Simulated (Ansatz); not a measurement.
Relative stability

Two relaxed structures of Li2AlNH2, singlet (PBE0-D4/def2-TZVP; forces vanish, vibrations not checked).

A:

Li1  (-0.292, -1.510, 0.248)
Al2  (1.159, 0.825, 0.237)
Li3  (2.406, -1.362, 1.198)
N4  (-0.408, 0.310, -0.220)
H5  (1.073, -2.338, 0.941)
H6  (-1.261, 0.674, -0.619)
(Å)

B:

```tsv
atom	x (Å)	y (Å)	z (Å)
Li1	3.5411	-1.5333	0.9225
Al2	0.2701	-0.8377	0.4017
Li3	1.2067	-3.1231	1.1144
N4	0.5139	0.8835	-0.0400
H5	1.3823	1.3914	-0.0903
H6	-0.2493	1.4982	-0.2836
```

Ansatz 0.2.0; basis: def2-TZVPP; cores frozen in the correlated methods. The outer core shell of Li, Na, Mg and K is correlated. B3LYP uses VWN-RPA correlation.

Task: Which structure is lower at CCSD(T), and by how much? (An estimate is asked for; the value comes from the calculation.)

Result: Computed: A, by 1.184 eV (electronic energy, against the other). By their contacts, A is Li₂AlNH₂ ([H]1[Li][NH][Al][Li]1) and B is a complex of LiAlNH₂ ([Li][Al][NH2]) + Li.

All methods give the same order:

```json
{"method": "PBE-D4", "E(B) − E(A) (eV)": "1.114"}
{"method": "r2SCAN-D4", "E(B) − E(A) (eV)": "1.236"}
{"method": "PBE0-D4", "E(B) − E(A) (eV)": "1.052"}
{"method": "B3LYP-D4", "E(B) − E(A) (eV)": "1.308"}
{"method": "wB97M-V", "E(B) − E(A) (eV)": "1.428"}
{"method": "HF", "E(B) − E(A) (eV)": "0.953"}
{"method": "MP2", "E(B) − E(A) (eV)": "1.392"}
{"method": "CCSD", "E(B) − E(A) (eV)": "1.145"}
{"method": "CCSD(T)", "E(B) − E(A) (eV)": "1.184"}
```

The T1 diagnostic stays at or below 0.018. The restricted Hartree–Fock reference is unstable towards an unrestricted one at one or more of these structures.

Labels in which every atom is bracketed show which atoms are joined, not bond orders.

For scale, one of the runs: CCSD(T)/def2-TZVPP, 139 basis functions, launched by `ansatz run in.yaml --threads 2 --pin off --events-out ev --progress --plain --max-ram 4352MiB`. Hardware: 2 CPU threads of an Arm Neoverse V1, shared host. Wall time 15 s; peak host memory 0.78 GiB.
